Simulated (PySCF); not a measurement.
Iron: a sound run and one with changed settings

Sound run: Fe [Ar] 3d6 4s2, Fe⁺ [Ar] 3d6 4s1. Calculation: PySCF 2.14, in x2c-SVPall (5s3p3d1f, 36 functions); scalar relativity by spin-free X2C-1e. In the sound run the correlated levels freeze [Ar]. The sound run starts from symmetry-adapted Hartree-Fock orbitals and uses a fine grid where one is needed.

Changed run: initial guess 1e, at most 50 SCF cycles.

```json
{"species": "Fe", "method": "UHF", "sound run (hartree)": "-1271.13086", "changed run (hartree)": "-1271.00277", "converged": "yes"}
{"species": "Fe", "method": "PBE0", "sound run (hartree)": "-1272.17331", "changed run (hartree)": "-1272.17331", "converged": "yes"}
{"species": "Fe", "method": "TPSS", "sound run (hartree)": "-1272.41864", "changed run (hartree)": "-1272.43213", "converged": "yes"}
{"species": "Fe⁺", "method": "UHF", "sound run (hartree)": "-1270.89440", "changed run (hartree)": "-1270.89440", "converged": "yes"}
{"species": "Fe⁺", "method": "PBE0", "sound run (hartree)": "-1271.89038", "changed run (hartree)": "-1271.89038", "converged": "yes"}
{"species": "Fe⁺", "method": "TPSS", "sound run (hartree)": "-1272.13530", "changed run (hartree)": "-1272.13530", "converged": "yes"}
{"species": "Fe⁺", "method": "MP2", "sound run (hartree)": "-1270.97892", "changed run (hartree)": "-1270.97892", "converged": "yes"}
```

Ionisation energy of Fe:

| method | sound run (eV) | changed run (eV) |
| --- | --- | --- |
| PBE0 | 7.699 | 7.699 |

The plain start fixes occupations by D2h representation alone, and Fe at UHF, Fe at TPSS landed in another state (other ⟨L²⟩ or ⟨S²⟩). 

For comparison, NIST gives 7.902 eV between the lowest levels.
